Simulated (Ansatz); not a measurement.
`C[SiH2]SS` + `BS` → `BS[SiH2]C` + `SS` at 400 K and 1 bar (ligand exchange at the Si–S bond).

Isolated molecules relaxed with PBE0-D4/def2-TZVP in Ansatz; ΔE leaves out vibrations. CBS: MP2 limit from def2 TZ/QZ plus the TZ coupled-cluster correction, frozen cores. This one scheme is used for every species. Each species was taken in one conformer, which may not be the lowest.

```
    species  CCSD(T)/CBS energy (Eh)  H − E (kJ/mol)  S (J/(mol·K))
`C[SiH2]SS`              -1126.32699           204.7          385.3
       `BS`               -424.38198            95.9          260.4
`BS[SiH2]C`               -753.95937           235.1          380.8
       `SS`               -796.74576            65.3          266.1
```

H − E and S are ideal-gas, rigid-rotor, harmonic terms from PBE0-D4/def2-TZVP, for one conformer and one mirror image of each species. 1 Eh = 2625.50 kJ/mol, R = 8.31446 J/(mol·K).

**Question.** By hand: ΔE, ΔH, ΔS and ΔG.

**Answer.** ΔE = (-753.95937) + (-796.74576) − (-1126.32699) − (-424.38198) = 0.00384 Eh = 10.1 kJ/mol. Δ(H − E) = 235.1 + 65.3 − 204.7 − 95.9 = -0.2, so ΔH = 9.9 kJ/mol. ΔS = 380.8 + 266.1 − 385.3 − 260.4 = 1.2 J/(mol·K). ΔG = 9.9 − 400 × (1.2)/1000 = 9.4 kJ/mol.

**Question.** By hand: the equilibrium constant, and the temperature at which ΔG would vanish if ΔH and ΔS stayed fixed.

**Answer.** log₁₀ K = −ΔG/(RT ln 10) = -1.2. ΔG = 0 at ΔH/ΔS = 8250 K, far beyond where these terms or the molecules hold.

The number of gas molecules stays the same, so ΔS is small and ΔH decides. A doubt of 5 kJ/mol in ΔE shifts log₁₀ K by 0.7 here. Other conformers and mirror images would add mixing entropy, several J/(mol·K) or more a flexible species. Modes under 60 cm⁻¹, often nearly free rotors, make the harmonic entropy too high. These are equilibria of isolated gas molecules and say nothing of rates. Largest T1 diagnostic: 0.015 (customary marks: 0.02 for closed shells, 0.045 for open ones).
